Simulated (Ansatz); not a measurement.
Species: C$_{2}$H$_{8}$NSi (charge 0, doublet). It need not be the lowest isomer of its formula. 
Coordinates optimised at B3LYP-D3(BJ)/def2-TZVP (Ansatz, a quantum-chemistry and plane-wave program):
```
Si
N 1 1.7394
H 2 1.0096 1 119.46
H 2 1.0096 3 110.09 1 143.89
C 1 1.8855 2 106.96 3 -50.11
H 5 1.0915 1 110.74 2 179.84
H 5 1.0917 6 107.67 1 122.15
H 5 1.0945 6 108.46 7 116.89
C 1 1.8855 2 106.96 3 -169.36
H 9 1.0915 1 110.74 2 -179.84
H 9 1.0917 10 107.67 1 -122.15
H 9 1.0945 10 108.46 11 -116.89
```
Charge 0, spin multiplicity 2.

Property: atomisation energy (electronic, to ground-state atoms), in eV. Cores are frozen in the correlated levels unless marked. UHF or UKS for open shells. Spin-orbit coupling is left out. Non-relativistic. The coupled-cluster limit lacks core correlation, which all-electron functionals hold. CBS marks a two-point X^-3 extrapolation of the correlation energy; Hartree-Fock from the larger set. The bracket is a focal-point correction in the basis named.

```
level                                                                 program  atomisation energy (eV)  minus last row
-------------------------------------------------------------  --------------  -----------------------  --------------
HF/6-31G                                                               Ansatz                    30.40          -14.31
HF/cc-pV(Q+d)Z                                                         Ansatz                    33.20          -11.51
PBE-D3(BJ)/def2-TZVPD                                          Ansatz + dftd3                    45.40            0.69
B97M-V/def2-TZVPD                                                      Ansatz                    44.77            0.06
PBE0/def2-SVP                                                          Ansatz                    44.55           -0.16
LC-wPBE-D4/def2-TZVPD                                          Ansatz + dftd4                    44.85            0.14
wB97M-V/def2-TZVPD                                                     Ansatz                    44.78            0.07
B2GP-PLYP-D4/def2-TZVPD                                        Ansatz + dftd4                    44.11           -0.60
MP2/6-31G                                                              Ansatz                    37.17           -7.54
MP2/cc-pV(Q+d)Z                                                        Ansatz                    44.54           -0.17
SCS-MP2/STO-3G                                                         Ansatz                    45.09            0.38
CCSD(T)/6-31G*                                                         Ansatz                    39.85           -4.86
CCSD(T)/cc-pV(T+d)Z                                                    Ansatz                    43.53           -1.18
RI-MP2/CBS(cc-pV(T+d)Z,cc-pV(Q+d)Z)+[CCSD(T)-MP2]/cc-pV(Q+d)Z          Ansatz                    44.72            0.01
CCSD(T)/CBS(cc-pV(T+d)Z,cc-pV(Q+d)Z)                                   Ansatz                    44.71            0.00
```
